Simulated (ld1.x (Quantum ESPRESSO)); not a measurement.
## Cl (Z = 17): variants of one TM potential

Base potential:

```
Element                 : Cl
Generator               : ld1.x (Quantum ESPRESSO) 7.5
Type                    : norm-conserving Troullier–Martins (Kleinman–Bylander form)
Functional              : PBEsol
Relativity              : non-relativistic
Frozen core             : [Ne]
Valence charge          : 7
Reference configuration : 3s2 3p4 (charge +1)
Partial waves           : 3s (bound): rc 1.00 bohr; 3d channel at -0.15 Ry: rc 1.05 bohr; 3p (bound): rc 0.90 bohr
Local potential         : the p channel
Core correction         : none
```

Cutoffs, loose and tight: the cutoffs (Ry, on a coarse ladder) from which the occupation-weighted sum of valence levels, in a spherical-Bessel basis at the reference potential, stays within 10 and 1 mRy of its value at 400 Ry. They do not see the model core or the augmentation charge, which bear on the density cutoff. Test errors are all-electron minus pseudo excitation energies from the reference, over the configurations 3s2 3p5; 3s2 3p3; 3s2 3p2; 3s2 3p1; 3s1 3p6; 3s2 3p4.5; 3s1 3p5. A dash means not determined; rows that change the core or the reference have their own tests.

A true bound ghost makes a file unfit for plane-wave use even where its test errors are small: the radial tests pick states by their node count and pass the ghost by.

Cutoffs are not given where the Bessel-basis levels miss the radial ones by over 6 mRy, ghosts where they miss by over 20 mRy; a channel whose overlap is not positive is not tested.

On the changes marked as counting shells twice: ld1.x takes every shell without a wave as core, so the model core holds the marked electrons as well and exchange and correlation see them twice. This cancels in the reference configuration, but the file is broken for other ones, and its errors say nothing about a proper core correction.

| change | outcome | cutoff, loose | cutoff, tight | bound ghosts | largest test error (meV) |
| --- | --- | --- | --- | --- | --- |
| base | generated | 230 Ry | over 300 Ry | none | +298 |
| wave 3d channel at -0.15 Ry: rc 1.05 bohr becomes 3d channel at -0.15 Ry: rc 0.68 bohr | generated | 230 Ry | over 300 Ry | none | +298 |
| wave 3p (bound): rc 0.90 bohr becomes 3p (bound): rc 0.76 bohr | generated | – | – | s | +239 |
| local potential all-electron potential smoothed inside 0.90 bohr (lloc = -2) | generated | 230 Ry | over 300 Ry | none | +225 |
| wave 3d channel at -0.15 Ry: rc 1.05 bohr becomes 3d channel at 0.74 Ry: rc 1.05 bohr | generated | 230 Ry | over 300 Ry | none | +298 |
| core [He], valence charge 15; reference 2s2 2p6 3s2 3p4.5; waves now 2p (bound): rc 0.50 bohr; 3d channel at -0.15 Ry: rc 0.45 bohr; 2s (bound): rc 0.30 bohr; local potential the s channel; core correction Bessel-smoothed model core inside 0.20 bohr (3p, 3s counted twice) | generated | – | – | not determined | -1397 |
| reference 3s2 3p4.5 | generated | 230 Ry | over 300 Ry | none | +356 |
| functional LDA (PZ) | generated | 230 Ry | over 300 Ry | none | +372 |
| all radii scaled by about 1.40 (s 1.40, p 1.26, d 1.48 bohr) | generated | 50 Ry | 80 Ry | none | +190 |
| wave 3s (bound): rc 1.00 bohr becomes 3s (bound): rc 1.44 bohr | generated | 200 Ry | over 300 Ry | none | +267 |
